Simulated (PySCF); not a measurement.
F4HSTa, SMILES [F][Ta]([SH])([F])([F])[F], multiplicity 1.

Geometry: B3LYP-D3(BJ)/def2-SVP. The multiplicity is an assumed one; no other spin state was optimised. The structure was generated by enumeration; whether it is a known compound was not checked. The def2 effective core potentials stand for the cores of Ta; spin–orbit coupling is left out. One conformer was computed; it need not be the lowest.

Two levels are set side by side: TDDFT-PBE/def2-SVPD (PySCF) and TDDFT-LC-ωPBE/def2-SVPD (PySCF). Vertical, same geometry. The lowest singlet is HOMO→LUMO 100 % with PBE and HOMO→LUMO 98 % with the other functional; states are paired by order. Differences are taken from unrounded values.

| quantity | TDDFT-PBE |
|---|---|
| lowest singlet excitation (eV) | 3.50 |
| lowest triplet excitation (TDA) (eV) | 3.41 |

**Question.** These are the TDDFT-PBE values. What does TDDFT-LC-ωPBE give? (Estimate from the structure and the level; the computed values follow.)

**Answer.** 
| quantity | TDDFT-LC-ωPBE | TDDFT-PBE minus TDDFT-LC-ωPBE |
|---|---|---|
| lowest singlet excitation (eV) | 4.71 | -1.21 |
| lowest triplet excitation (TDA) (eV) | 4.59 | -1.18 |

Functionals without exact exchange tend to place singlet excitations lower, as here. Differences between two approximate levels are no errors against the true value.

Rough cost on one machine, each run with all the roots and properties that it gave: TDDFT-LC-ωPBE against TDDFT-PBE about 9 times.
